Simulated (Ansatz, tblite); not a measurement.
Removing an electron: (H2Al-mu-OH)3 (Al₃O₃H₉). Total charge 0; singlet. Geometry: PBE-D4/def2-SVP. Ansatz, gas phase; energy differences of separate SCF runs; the oxidised species was run as a doublet alone.

Cartesian coordinates in Å:
```
Al -0.5976 -1.6074 0.6059
H -1.9020 -2.2861 1.2445
H 0.7829 -2.3413 0.2842
O -1.1834 -0.7761 -0.9742
Al -0.1781 0.5037 -1.9238
H -1.0794 1.8212 -2.0000
H 0.5831 -0.1544 -3.1663
O 1.1310 0.6749 -0.5831
Al 1.0122 1.2278 1.2125
H 0.2160 2.6082 1.3326
H 2.4656 0.9560 1.8207
O -0.2052 -0.1269 1.6935
H -2.1451 -0.8008 -1.1290
H 1.9674 0.2170 -0.7936
H -0.8675 0.0844 2.3761
```

The xTB rows come from tblite. B3LYP takes the VWN-RPA correlation. Correlated methods freeze 18 core orbitals. The rows differ in basis, and correlated rows in double-zeta sets carry the largest basis error.

Q: Estimate orbital energies and vertical ionisation energies at: GFN1-xTB; GFN2-xTB; HF/def2-SVP; B3LYP-D4/def2-TZVP; PBE0-D4/def2-TZVP; MP2/def2-SVP; CCSD/def2-SVP; CCSD(T)/def2-SVP.

A: 
| level | −HOMO (eV) | vertical IE (eV) | −LUMO (eV) | HOMO–LUMO gap (eV) | remarks |
| --- | --- | --- | --- | --- | --- |
| GFN1-xTB | 11.38 | 13.63 | 4.77 | 6.61 | – |
| GFN2-xTB | 10.57 | 12.77 | 4.70 | 5.87 | – |
| HF/def2-SVP | – | 10.16 | – | – | spin-contaminated (⟨S²⟩ 0.83) (+1 doublet) |
| B3LYP-D4/def2-TZVP | 7.85 | 9.73 | 0.58 | 7.28 | – |
| PBE0-D4/def2-TZVP | 8.03 | 9.76 | 0.33 | 7.71 | – |
| MP2/def2-SVP | – | 10.65 | – | – | spin-contaminated (⟨S²⟩ 0.83) (+1 doublet) |
| CCSD/def2-SVP | – | 10.61 | – | – | spin-contaminated (⟨S²⟩ 0.83) (+1 doublet) |
| CCSD(T)/def2-SVP | – | 10.57 | – | – | spin-contaminated (⟨S²⟩ 0.83) (+1 doublet) |

Run but left out: PBE-D4/def2-TZVP (charge +1 doublet: an occupied level 0.01 eV above an empty one).  Raw xTB energy differences between charge states are shifted by several eV; the methods need an empirical correction for them.
